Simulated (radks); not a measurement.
Values are calculated unless marked as measured or tabulated.
Question: Radial electron density D(r) = 4 pi r^2 rho(r) of an atom or ion with 26 electrons. Level of theory: Dirac Kohn-Sham, relativistic LDA (MacDonald-Vosko exchange, VWN5 correlation), spin-unpolarised, spherical densities, finite nucleus; Fermi nuclear charge, rms radius of each element as measured or else 0.836 A^(1/3) + 0.57 fm (a radial shooting solver on a logarithmic mesh with Libxc functionals).

```
   r/bohr * D(r) (the largest magnitude, 106, reaches the edge; | marks zero)
0.0007966 |*
 0.001013 | *
 0.001287 |  *
 0.001637 |   *
 0.002081 |     *
 0.002645 |        *
 0.003336 |            *
  0.00424 |                *
  0.00539 |                      *
 0.006853 |                            *
 0.008711 |                                   *
  0.01107 |                                        *
  0.01408 |                                           *
   0.0179 |                                           *
  0.02275 |                                        *
  0.02892 |                                      *
  0.03648 |                                       *
  0.04637 |                                              *
  0.05895 |                                                     *
  0.07494 |                                                      *
  0.09526 |                                              *
   0.1211 |                                     *
    0.154 |                                      *
   0.1957 |                                         *
   0.2488 |                                  *
   0.3163 |                  *
   0.4021 |     *
   0.5071 |*
   0.6446 *
   0.8195 *
```

What is the nuclear charge?

Answer: Z = 63. The innermost maximum, from 1s, lies near gamma/Z bohr with gamma = sqrt(1 - (Z/c)^2) = 0.888, here 0.0141 bohr (found: 0.0156), and its height grows with Z. The density is that of the europium ion Eu37+ in [Ar] 3d8; the configuration itself is not fixed sharply by these data, and Z only to a few units. D(r) has 3 maxima, at r = 0.0156, 0.0681, 0.196 bohr, and minima at 0.0303, 0.135 bohr, inside which lie 2.02, 11.36 electrons.
